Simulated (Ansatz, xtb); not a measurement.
# Two isomers of C5H4ClNSi

Structure I: `N#CC1=CC=C[Si@@H]1Cl`, a singlet. Structure II: `N#C[Si]1(Cl)C=CC=C1`, a singlet. Both are isolated molecules in the gas phase, relaxed with B3LYP-D3(BJ)/def2-SVP.

Quicker runs give these differences E(II) − E(I): GFN2-xTB +18.6 kcal/mol; HF/STO-3G −8.9 kcal/mol (at GFN2-xTB geometries); r2SCAN-D4/def2-SVP −3.0 kcal/mol (at GFN2-xTB geometries).

Task: Which of the two would you expect CCSD(T)/def2-SVP + ΔMP2/def2-TZVPP electronic energies to favour?

Result: Structure II; the calculation gives E(II) − E(I) = −8.1 kcal/mol.

How the difference moves with the method:

```csv
level,geometry,E(II) − E(I) (kcal/mol),departure from the last row (kcal/mol),"job, with rough time for the two"
GFN2-xTB,GFN2-xTB,+18.6,+26.7,"optimisation, 0.83 s"
HF/STO-3G,GFN2-xTB,−8.9,−0.8,"single point, 4.4 s"
r2SCAN-D4/def2-SVP,GFN2-xTB,−3.0,+5.1,"single point, 16 s"
B3LYP-D3(BJ)/def2-SVP,B3LYP-D3(BJ)/def2-SVP,−3.7,+4.4,"optimisation, 3.9 min"
HF/def2-SVP,B3LYP-D3(BJ)/def2-SVP,−6.4,+1.7,part of the CCSD(T) run
MP2/def2-SVP,B3LYP-D3(BJ)/def2-SVP,−5.3,+2.8,part of the CCSD(T) run
CCSD(T)/def2-SVP,B3LYP-D3(BJ)/def2-SVP,−5.3,+2.7,single point
CCSD(T)/def2-SVP + ΔMP2/def2-TZVPP,B3LYP-D3(BJ)/def2-SVP,−8.1,,"single point, 3.9 min"
```

As drawn, II has 1 C–Si, 1 C–H in place of 1 C–C, 1 Si–H.

GFN2-xTB puts the two in the other order. The largest departure from CCSD(T)/def2-SVP + ΔMP2/def2-TZVPP is that of GFN2-xTB, 26.7 kcal/mol. The last row adds to CCSD(T) the change of the MP2 difference between the two basis sets, here −2.7 kcal/mol.

With thermal terms from frequencies at re-optimised GFN2-xTB minima (ideal gas, soft modes damped towards free rotors, one conformer each, 298.15 K, 1 atm): on the last row, ΔE + ΔZPE = −6.9, ΔH = −6.7, ΔG = −7.2 kcal/mol.

The correlated steps freeze 16 core orbitals. Mirror images aren't counted in ΔG. Codes used: Ansatz 0.2.0, xtb 6.7.1; the last row on 2 threads of Intel(R) Xeon(R) Processor @ 2.50GHz (Skylake/Cascade Lake) on a shared host.
